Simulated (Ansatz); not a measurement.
The lowest singlet and triplet of C3H2 (SMILES [C]=C=C); geometries from B3LYP-D3(BJ)/def2-TZVP, each state relaxed from the structure named, with no frequency check.
Singlet at the triplet's geometry (charge 0, multiplicity 1):
```xyz
5

C      1.46668    -0.14685    -0.12837
C      0.21051     0.11110    -0.05167
C     -1.12041     0.03290     0.11801
H     -1.73823     0.91022    -0.03304
H     -1.60245    -0.89312     0.40527
```

A positive gap puts the triplet lower; no zero-point energy. R- takes a restricted singlet. U- takes an unrestricted singlet (broken symmetry where lower, unprojected). The triplet is unrestricted in single-reference levels. Active spaces average the two states.

Correlated levels freeze the cores.

The values were computed with Ansatz (a program for electronic structure). Each number belongs to the level named beside it.

```
level                                   gap E(singlet) − E(triplet), vertical, at the triplet's geometry (kcal/mol)
--------------------------------------  ---------------------------------------------------------------------------
R-SVWN5/def2-TZVPP                                                                                           -26.76
U-SVWN5/def2-TZVPP                                                                                           -26.76
U-B3LYP/def2-TZVPP                                                                                           -27.33
U-PBE0/def2-TZVPP                                                                                                 ?
R-BHLYP/def2-TZVPP                                                                                           -24.45
R-wB97X-V/def2-TZVPP                                                                                              ?
R-wB97M-V/def2-TZVPP                                                                                         -30.71
SA-CASSCF(6,6)/cc-pVTZ                                                                                       -24.01
FIC-MRCISD+Q on SA-CASSCF(6,6)/cc-pVTZ                                                                       -30.37
```

Problem. Complete the blanks.

Solution. 
- U-PBE0/def2-TZVPP, gap E(singlet) − E(triplet), vertical, at the triplet's geometry (kcal/mol): -23.40
- R-wB97X-V/def2-TZVPP, gap E(singlet) − E(triplet), vertical, at the triplet's geometry (kcal/mol): -28.84
